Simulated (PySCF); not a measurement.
A GIAO shielding run with PySCF 2.14.0 with density-fitted response routines (density fitting, non-relativistic, gas phase) on SMILES [SiH3]N([P@+]1(C)C[C@@H](F)C1)[SiH3], [C4H14FNPSi2]+:

```
$ OMP_NUM_THREADS=1 python probes_run.py task.json out

{"job": {"kind": "nmr", "xc": "PBE0", "basis": "pcSseg-1"}, "charge": 1, "multiplicity": 1}
C      0.479688     1.623386     1.301977
P      0.263508     0.213191     0.191815
N     -1.273091    -0.302449     0.053354
Si    -2.356514     0.521018    -1.110128
Si    -1.915028    -1.431957     1.285178
C      1.561340    -1.060134     0.438616
C      2.379351    -0.375373    -0.678747
F      3.243819     0.519374    -0.108534
C      1.230423     0.404457    -1.355594
H     -0.113538     2.461444     0.935011
H      0.136154     1.349866     2.300120
H      1.533061     1.902655     1.334656
H     -1.464447     1.454986    -1.803182
H     -3.358405     1.206862    -0.304362
H     -2.860627    -0.553176    -1.953127
H     -0.742364    -1.734622     2.110823
H     -2.404782    -2.565340     0.514312
H     -2.931068    -0.686239     2.016498
H      1.227390    -2.056400     0.152836
H      2.077795    -1.098597     1.396290
H      2.975913    -1.027596    -1.320749
H      1.511142     1.407093    -1.673963
H      0.795528    -0.145464    -2.188638
```

Hardware: 1 thread of an Arm Neoverse V2, shared host. The job also computes population analyses, field gradients, ring-centre shieldings.

Q: How large is the calculation?

A: 96 electrons, 244 basis functions and 1332 auxiliary functions.

Q: How long does it take, and how much memory does it need?

A: 55 s of wall time, with 14 SCF cycles and 4 response iterations; peak memory 1.1 GiB. Times on a shared host scatter by some tens of per cent.
